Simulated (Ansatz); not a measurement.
`O[C]1([AlH2])CC1`. The species carries charge 0 and has multiplicity 1. The structure was optimised at the PBE0-D4/def2-TZVP level. It is one conformer, not always the lowest.

```xyz
12

O     0.003   -1.454    1.042
C     0.074   -0.329    0.184
Al    1.562   -0.196   -1.063
C    -0.385    0.926    0.889
C    -1.269    0.314   -0.136
H    -0.174   -2.230    0.504
H     1.776    1.181   -1.827
H     2.505   -1.447   -1.325
H    -0.658    0.783    1.927
H     0.106    1.868    0.670
H    -2.133   -0.233    0.221
H    -1.407    0.818   -1.087
```

Q: What is the dipole moment at ωB97M-V/def2-TZVPP? (Estimate.)

A: Ansatz gave: 1.12 D, with components (-0.64, -0.14, -0.91) D in this frame, pointing from negative to positive charge.

Q: And with PBE, r2SCAN, B3LYP? (An estimate is asked.)

A: Computed: PBE 1.06 D, r2SCAN 1.09 D, B3LYP 1.12 D.

Q: Give the Mulliken charges with ωB97M-V, r2SCAN, PBE in def2-TZVPP. (Best estimate.)

A: Computed: 
```tsv
atom	ωB97M-V	r2SCAN	PBE
O1	-0.32	-0.36	-0.30
C2	-0.04	0.02	0.05
Al3	0.38	0.47	0.32
C4	-0.19	-0.11	-0.16
C5	-0.21	-0.15	-0.19
H6	0.18	0.20	0.19
H7	-0.10	-0.15	-0.12
H8	-0.10	-0.16	-0.11
H9	0.10	0.06	0.08
H10	0.10	0.06	0.09
H11	0.10	0.06	0.08
H12	0.09	0.05	0.08
```

B3LYP here is the variant with VWN-RPA as its local correlation; programs differ in this.
